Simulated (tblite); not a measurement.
C₅H₅O₂P.
Geometry (GFN2-xTB, Å), atoms numbered from 1 in this order:
```
atom  x, y, z in Å
C1    -2.0025    0.4699    0.0985
C2    -1.0671   -0.7091    0.0559
O3    -1.4363   -1.8610    0.0789
C4     0.3612   -0.3611   -0.0178
C5     1.4177   -1.2344   -0.0682
P6     2.9526   -0.3832   -0.1504
C7     2.0392    1.0700   -0.1096
O8     0.7172    0.9338   -0.0415
H9    -1.7724    1.0889    0.9633
H10   -3.0300    0.1222    0.1554
H11   -1.8658    1.0782   -0.7934
H12    1.2878   -2.3005   -0.0567
H13    2.3938    2.0869   -0.1322
```

Method: GFN2-xTB as coded in tblite; computed harmonic values from a numerical Hessian at the method's own geometry, unscaled. The method is semi-empirical: single wavenumbers can be off by several per cent or more. One conformer, not necessarily the lowest.

Harmonic wavenumbers (cm⁻¹): 63.1, 109.5, 149.8, 163.6, 338.5, 419.4, 477.9, 508.0, 582.7, 631.9, 656.1, 725.7, 807.3, 842.3, 895.0, 935.6, 989.9, 990.0, 1058.8, 1142.2, 1177.6, 1257.9, 1295.4, 1366.7, 1445.2, 1449.9, 1468.0, 1732.6, 3024.9, 3033.2, 3063.2, 3109.9, 3148.9.

A = 4374, B = 1197, C = 945.1 MHz; mass 128.003 u (most abundant isotopes); point group Cs, symmetry number 1.

**Question.** What is the zero-point energy?

**Answer.** ½Σν̃ = 19530 cm⁻¹ = 233.63 kJ/mol.

**Question.** Give the ideal-gas entropy at 298.15 K and 1 bar in the rigid-rotor, harmonic-oscillator model (classical rotation).

**Answer.** Translation 169.37, rotation 119.52, vibration 79.24: S = 368.1 J/(mol K).

**Question.** And Cp and H(298.15 K) − H(0)?

**Answer.** Cp = 123.09 J/(mol K), of which vibrations give 89.83 (their classical limit is 33 R = 274.4); H(298.15 K) − H(0) = 22.79 kJ/mol without the zero-point energy, 12.87 from vibrations.

**Question.** Which modes carry the vibrational entropy at 298.15 K?

**Answer.** 63.1 cm⁻¹: 18.23; 109.5 cm⁻¹: 13.71; 149.8 cm⁻¹: 11.19; 163.6 cm⁻¹: 10.49; 338.5 cm⁻¹: 5.10; 419.4 cm⁻¹: 3.74 J/(mol K); the other 27 give 16.77 together.

**Question.** What must be added to the electronic energy to get the Gibbs energy at 298.15 K and 1 bar?

**Answer.** ZPE + [H(298.15 K) − H(0)] − T·S = 233.63 + 22.79 − 109.76 = 146.66 kJ/mol.

**Question.** Blend soft modes into free rotors: weight 1/[1 + (100 cm⁻¹/ν̃)⁴] for the oscillator and the rest for a rotor with moment μB/(μ + B), μ = h/(8π²ν), B = 10⁻⁴⁴ kg m². What vibrational entropy results?

**Answer.** 74.39 J/(mol K) in place of 79.24, which changes −T·S at 298.15 K by +1.44 kJ/mol.

**Question.** How do the functions run with temperature in this model?

**Answer.** 
| T (K) | S (J/(mol K)) | Cp (J/(mol K)) | H − H(0) (kJ/mol) | G − H(0) (kJ/mol) | ln q(vib) |
| --- | --- | --- | --- | --- | --- |
| 50 | 236.5 | 47.4 | 1.91 | -9.91 | 0.24 |
| 100 | 274.2 | 62.2 | 4.68 | -22.75 | 0.98 |
| 373.15 | 398.3 | 146.0 | 32.90 | -115.72 | 5.65 |
| 500 | 445.6 | 177.9 | 53.53 | -169.29 | 7.91 |
| 750 | 526.4 | 219.3 | 103.65 | -291.12 | 12.25 |
| 1000 | 593.1 | 244.3 | 161.83 | -431.30 | 16.29 |

q(vib) and H(0) count from the zero-point level.

Hindered rotation and anharmonicity are outside this model. Other conformers, if any are populated, would add a mixing term that is left out.

Hardware: one thread, Arm Neoverse N1, no GPU, shared host. The figure is for the frequency step alone.
